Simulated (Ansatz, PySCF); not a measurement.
H2O, charge -1, doublet, at the geometry of the source list (a state made from the parent by changing its charge; the spin is typed, not shown lowest) (a gas-phase anion, which may not be bound at this level). Base run: CASSCF(3,4)/def2-SVP run with PySCF.

Input for PySCF:
```python
from pyscf import gto, scf, mcscf
import numpy

mol = gto.M(
    atom='''
O     0.01480000    0.37950000    0.02020000
H    -0.77760000   -0.16020000    0.00090000
H     0.76280000   -0.21930000   -0.02110000
''',
    basis='def2-svp',
    charge=-1,
    spin=1,
    verbose=4,
)

mf = scf.ROHF(mol)
mf.kernel()
mc = mcscf.CASSCF(mf, 4, 3)
mc.fix_spin_(ss=0.75)
mc.kernel()
occ = numpy.linalg.eigvalsh(mc.fcisolver.make_rdm1(mc.ci, mc.ncas, mc.nelecas))[::-1]
ss = mc.fcisolver.spin_square(mc.ci, mc.ncas, mc.nelecas)[0]
print('natural occupations', occ.round(4), ' <S^2>', round(ss, 4))
```

Programs used: Ansatz (a quantum-chemistry and plane-wave program), PySCF; a row that names a program was run with it.

Each row names what was changed in the base input (with any setting that the change needs).

```tsv
change	ΔE vs base (mEh)	natural occupations	<S^2> of the state	outcome
base	0.000	2.00 1.00 0.00 0.00	0.75	converged
fix_spin_ = off	-10.329	1.99 1.00 0.01 0.00	0.75	converged
state_average = 2 states	1.159	-	-	converged
active space = 7 electrons, 6 orbitals	-	-	-	not converged
solver = newton	-10.327	1.99 1.00 0.01 0.00	0.75	converged
active space = 9 electrons, 7 orbitals	-44.101	2.00 2.00 1.98 1.98 1.00 0.02 0.01	0.75	converged
orbitals = fixed (CASCI)	5.689	2.00 1.00 0.00 0.00	0.75	converged
conv_tol = 1e-5	-10.313	1.99 1.00 0.01 0.00	0.75	converged
active space = 3 electrons, 5 orbitals	-	-	-	not converged
orbitals = fixed (CASCI); correction = SC-NEVPT2	-208.7	2.00 1.00 0.00 0.00	0.75	converged
code = ansatz; correction = SC-NEVPT2, all electrons	-211.7	-	-	converged
```

Active orbitals are taken around the Fermi level unless the row says otherwise; CASSCF can end in different local minima, and two programs can end on different orbitals. State-averaged rows give the lowest state.

Open shells are given as the SCF converged; they aren't shown to be the lowest states, and a large step between rows can be another state.

A gas-phase anion may not be bound at this level; its values then depend on the basis.
